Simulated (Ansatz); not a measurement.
Ansatz (a first-principles code) input (CCSD(T)/def2-SVPD):

Ansatz 0.2 input:
```yaml
crystal:
  periodic: [false, false, false]
  atoms:
    - {symbol: Sc, position_ang: [0.38147081, 0.18478914, 0.12900399]}
    - {symbol: F, position_ang: [-0.65158491, 0.88829231, -1.12099913]}
    - {symbol: F, position_ang: [-0.23851365, -1.31946697, 0.81998983]}
basis:
  gaussian:
    orbitals: def2-SVPD
total_charge: 1
magnetization: {spin_polarized: false}
correlation: {method: ccsd_t, electrons: outside_noble_gas}
output: {forces: true}
```

End of the output:

```
cycle   4  -12.26770968 eV  change   -2.4e-3 eV  update   6.8e-3
cycle   5  -12.26035194 eV  change    7.4e-3 eV  update   1.9e-3
cycle   6  -12.26011858 eV  change    2.3e-4 eV  update   7.8e-4
cycle   7  -12.26066136 eV  change   -5.4e-4 eV  update   3.2e-4
cycle   8  -12.26060807 eV  change    5.3e-5 eV  update   9.6e-5
cycle   9  -12.26057831 eV  change    3.0e-5 eV  update   3.8e-5
cycle  10  -12.26060972 eV  change   -3.1e-5 eV  update   1.5e-5
cycle  11  -12.26059769 eV  change    1.2e-5 eV  update   5.1e-6
perturbative correction -0.39107103 eV, -0.0143715951 hartree
the calculation of the forces begins
Total energy: -26089.24474128 eV, -958.7620603168 hartree
Atom 0 at     0.381471     0.184789     0.129004 Å, force     0.839013     0.406428     0.283733 eV/Å
Atom 1 at    -0.651585     0.888292    -1.120999 Å, force    -0.542150     0.452286    -0.718161 eV/Å
Atom 2 at    -0.238514    -1.319467     0.819990 Å, force    -0.296862    -0.858714     0.434427 eV/Å
Dipole moment:     1.218313     0.590166     0.412003 e Å
```
